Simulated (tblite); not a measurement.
Compound: C₆H₁₂B₂Si.
Numbering: `[CH3:1][B:2]([CH3:3])[C:4]1=[CH:5][CH:6]=[C:7]([SiH3:8])[BH:9]1` (hydrogens: H10, H11, H12 on C1; H13, H14, H15 on C3; H16 on C5; H17 on C6; H18, H19, H20 on Si8; H21 on B9)

Computed with GFN2-xTB (tblite), gas phase: L-BFGS steps from a force-field or distance-geometry start until the largest atomic force falls under 0.01 eV/Å.

Step 70: E = -627.6350 eV
```
atom  x, y, z in Å  |  force x, y, z in eV/Å
C1     -2.9474   -0.9291   -0.4688   -0.032  -0.001   0.009
B2     -1.8998    0.2256   -0.1932    0.026  -0.044   0.009
C3     -2.3732    1.7108    0.0571   -0.008   0.005  -0.007
C4     -0.3858   -0.1009   -0.1545    0.038   0.026   0.022
C5      0.1468   -1.3110   -0.4560   -0.012   0.015  -0.008
C6      1.6115   -1.3398   -0.3456   -0.005   0.022  -0.033
C7      2.1169   -0.1567    0.0560   -0.010   0.004  -0.001
Si8     3.9398    0.1788    0.3228   -0.004  -0.029  -0.018
B9      0.8682    0.8168    0.1739    0.048   0.023   0.032
H10    -2.7830   -1.3792   -1.4484   -0.005   0.005   0.037
H11    -3.9809   -0.5931   -0.4366   -0.015  -0.010  -0.006
H12    -2.8431   -1.7340    0.2589   -0.006   0.003  -0.034
H13    -1.9201    2.3913   -0.6621    0.024   0.008  -0.010
H14    -2.0413    2.0548    1.0357    0.009   0.004   0.009
H15    -3.4502    1.8491    0.0064   -0.020   0.006   0.004
H16    -0.4086   -2.1887   -0.7501    0.000  -0.023  -0.029
H17     2.1747   -2.2310   -0.5823    0.021  -0.003   0.039
H18     4.7205   -0.9157   -0.2671    0.007   0.011   0.018
H19     4.2300    0.2639    1.7604   -0.019   0.004  -0.021
H20     4.3103    1.4422   -0.3241   -0.009  -0.007   0.005
H21     0.9058    1.9627    0.3876   -0.030  -0.019  -0.016
```

Step 71: E = -627.6356 eV
```
atom  x, y, z in Å  |  force x, y, z in eV/Å
C1     -2.9460   -0.9299   -0.4631   -0.034  -0.010   0.009
B2     -1.8989    0.2269   -0.1936    0.014  -0.048   0.004
C3     -2.3761    1.7111    0.0567   -0.001   0.003  -0.005
C4     -0.3842   -0.0984   -0.1584    0.026   0.020   0.038
C5      0.1474   -1.3074   -0.4666   -0.005   0.031  -0.031
C6      1.6120   -1.3363   -0.3574    0.010   0.025  -0.012
C7      2.1185   -0.1576    0.0557   -0.023   0.022   0.002
Si8     3.9411    0.1758    0.3284   -0.012  -0.032  -0.012
B9      0.8705    0.8167    0.1778    0.024   0.022   0.017
H10    -2.7879   -1.3799   -1.4437    0.002   0.008   0.030
H11    -3.9806   -0.5980   -0.4245   -0.012   0.000  -0.002
H12    -2.8351   -1.7354    0.2628   -0.004   0.000  -0.027
H13    -1.9241    2.3935   -0.6611    0.025   0.011  -0.008
H14    -2.0444    2.0526    1.0363    0.010   0.012   0.010
H15    -3.4534    1.8483    0.0071   -0.013  -0.001   0.001
H16    -0.4078   -2.1826   -0.7693    0.003  -0.016  -0.022
H17     2.1763   -2.2250   -0.5996    0.021  -0.015   0.033
H18     4.7170   -0.9364   -0.2342    0.012   0.016   0.022
H19     4.2218    0.2922    1.7666   -0.021  -0.001  -0.038
H20     4.3217    1.4238   -0.3430   -0.008  -0.011   0.007
H21     0.9034    1.9631    0.3927   -0.016  -0.033  -0.015
```

Step 72: E = -627.6360 eV
```
atom  x, y, z in Å  |  force x, y, z in eV/Å
C1     -2.9486   -0.9287   -0.4605   -0.023  -0.013   0.002
B2     -1.8974    0.2258   -0.1964   -0.005  -0.031   0.002
C3     -2.3732    1.7108    0.0564    0.011  -0.002  -0.001
C4     -0.3822   -0.0998   -0.1644   -0.004   0.020   0.053
C5      0.1481   -1.3091   -0.4720    0.015   0.029  -0.051
C6      1.6131   -1.3365   -0.3632    0.006   0.002   0.005
C7      2.1195   -0.1591    0.0523   -0.020   0.056   0.016
Si8     3.9407    0.1766    0.3307   -0.064  -0.030   0.002
B9      0.8722    0.8149    0.1768   -0.015   0.016  -0.003
H10    -2.7973   -1.3804   -1.4409    0.012   0.007   0.013
H11    -3.9827   -0.5965   -0.4171   -0.016   0.013   0.002
H12    -2.8353   -1.7341    0.2641   -0.001  -0.015  -0.007
H13    -1.9201    2.3939   -0.6604    0.021   0.009   0.000
H14    -2.0387    2.0472    1.0370    0.009   0.019   0.004
H15    -3.4504    1.8520    0.0097   -0.001  -0.012  -0.003
H16    -0.4063   -2.1845   -0.7770    0.007  -0.005  -0.015
H17     2.1792   -2.2244   -0.6021    0.022  -0.032   0.019
H18     4.7175   -0.9358   -0.2203    0.048  -0.036  -0.003
H19     4.2148    0.3052    1.7671   -0.015  -0.004  -0.001
H20     4.3214    1.4187   -0.3442    0.008   0.040  -0.025
H21     0.8971    1.9608    0.3942    0.005  -0.032  -0.009
```

**Question.** Estimate the geometry and energy of step 73. (The exact step hangs on the optimiser's Hessian estimate; all steps are aligned on step 72, rigid shifts and turns removed.)

**Answer.** E = -627.6360 eV, largest force 0.106 eV/Å
```
atom  x, y, z in Å  |  force x, y, z in eV/Å
C1     -2.9445   -0.9319   -0.4494   -0.012  -0.011   0.008
B2     -1.8957    0.2279   -0.1957   -0.032   0.003   0.007
C3     -2.3797    1.7117    0.0561    0.021  -0.007   0.002
C4     -0.3792   -0.0929   -0.1688   -0.032  -0.031   0.048
C5      0.1480   -1.2997   -0.4946    0.021   0.046  -0.056
C6      1.6129   -1.3297   -0.3873    0.036   0.017   0.035
C7      2.1206   -0.1600    0.0508   -0.020   0.012  -0.001
Si8     3.9407    0.1692    0.3409    0.022  -0.004   0.010
B9      0.8771    0.8160    0.1841   -0.054  -0.016  -0.027
H10    -2.8015   -1.3816   -1.4314    0.013   0.008  -0.006
H11    -3.9806   -0.6071   -0.3944   -0.006   0.017   0.007
H12    -2.8167   -1.7380    0.2716   -0.007  -0.020   0.005
H13    -1.9290    2.3992   -0.6587    0.011  -0.002   0.013
H14    -2.0472    2.0464    1.0385    0.004   0.019  -0.010
H15    -3.4584    1.8479    0.0103    0.026  -0.018  -0.008
H16    -0.4074   -2.1716   -0.8113    0.023   0.037  -0.007
H17     2.1786   -2.2154   -0.6384    0.010  -0.009   0.021
H18     4.7166   -0.9766   -0.1541   -0.002   0.045   0.035
H19     4.1943    0.3588    1.7799   -0.027  -0.020  -0.101
H20     4.3415    1.3841   -0.3834   -0.013  -0.049   0.027
H21     0.9007    1.9603    0.4052    0.015  -0.015  -0.003
```

The energy changes by -0.0001 eV. The first-order estimate −F·Δx gives -0.0013 eV and the mean of the old and new forces, exact on a quadratic surface, +0.0001 eV. The step makes an angle of 87° with the force vector and moves no atom by more than 0.078 Å.

The cost below is that of the whole relaxation. On one thread of an Arm Neoverse V2, shared host, this took 1.6 s wall.
